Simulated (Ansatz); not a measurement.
CH8SeSi2 (`[SiH3][SiH2]C[SeH]`) at its PBE0-D4/def2-TZVP geometry, where that method's forces vanish. Total charge 0; spin multiplicity 1.

```xyz
12

Si   -0.2872    1.7987    0.5664
Si   -0.7274   -0.4991    0.4675
C     0.8014   -1.4050   -0.1446
Se    1.3942   -0.6457   -1.8478
H     1.1134    2.0121    1.0236
H    -1.2039    2.4455    1.5464
H    -0.4744    2.4549   -0.7527
H    -1.8445   -0.7712   -0.4810
H    -1.1316   -1.0213    1.8062
H     0.6595   -2.4808   -0.2477
H     1.6359   -1.2342    0.5388
H     0.0644   -0.6540   -2.4750
```

Problem. What forces (eV/Å) does B3LYP-D4/def2-TZVPP give on these atoms in the Gaussian-basis code of Ansatz? (Estimate.)

Solution. Computed: 
```
Si1  0.012  0.141  0.020
Si2 -0.191 -0.065  0.089
C3  -0.012 -0.177  0.279
Se4  0.187  0.096 -0.313
H5  -0.087 -0.007 -0.029
H6   0.056 -0.031 -0.059
H7   0.014 -0.037  0.089
H8   0.069  0.013  0.063
H9   0.022  0.029 -0.077
H10  0.019  0.071  0.022
H11 -0.055 -0.034 -0.045
H12 -0.036  0.001 -0.039
```

B3LYP here is the variant with VWN-RPA as its local correlation; programs differ in this.
